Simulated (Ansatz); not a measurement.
Program: Ansatz. Geometries: PBE0-D4/def2-TZVP. ΔE: electronic, gas phase. CCSD(T)/CBS adds triple-zeta CCSD(T) − MP2 to the extrapolated MP2 energy (def2 sets, frozen cores). This one scheme is used for every species, atoms too. Functionals use def2-TZVPP. B3LYP here is the variant with VWN-RPA as its local correlation; programs differ in this. HSE06 is defined as in plane-wave codes. Open shells (•) are unrestricted, without spin–orbit coupling. Spin–orbit coupling would lower the free atoms: a little for B, C, Cl, O.

`ClB1NCO1` → B• + C• + Cl• + 3 H• + N• + O•  (atomization)

Question: What is ΔE at CCSD(T)/CBS? (Estimate.)

Answer: The calculation gave: +33.89 eV.

Question: What do these levels give: revPBE-D4, BLYP-D4, CAM-B3LYP-D4, B2PLYP, BLYP, B3LYP, HSE06, CAM-B3LYP, HF/def2-QZVPP, HF/CBS(def2), MP2/CBS(def2), CCSD/CBS(def2)? (Best estimate.)

Answer: Computed: revPBE-D4 34.23, BLYP-D4 34.14, CAM-B3LYP-D4 34.21, B2PLYP 33.70, BLYP 33.77, B3LYP 33.72, HSE06 34.32, CAM-B3LYP 34.08, HF/def2-QZVPP 23.82, HF/CBS(def2) 23.83, MP2/CBS(def2) 35.07, CCSD/CBS(def2) 33.21 eV.

Largest T1 diagnostic among the species: 0.014.

From BLYP to BHLYP (50 % exact exchange), in def2-TZVPP and without D4, ΔE moves by −1.32 eV: exact exchange takes away binding that semilocal exchange gives to molecules. The D4 term adds +0.26 eV with B3LYP and +0.13 eV with PBE0; it sums over pairs of atoms, weighted by their polarisabilities, and B3LYP, whose exchange is more repulsive, gets the larger term.

For atomizations the MP2-based limit and the directly extrapolated one differ by several kJ/mol either way, and by 10 to 25 for some Ge, Se and Sn compounds, so smaller differences from it don't rank the levels.
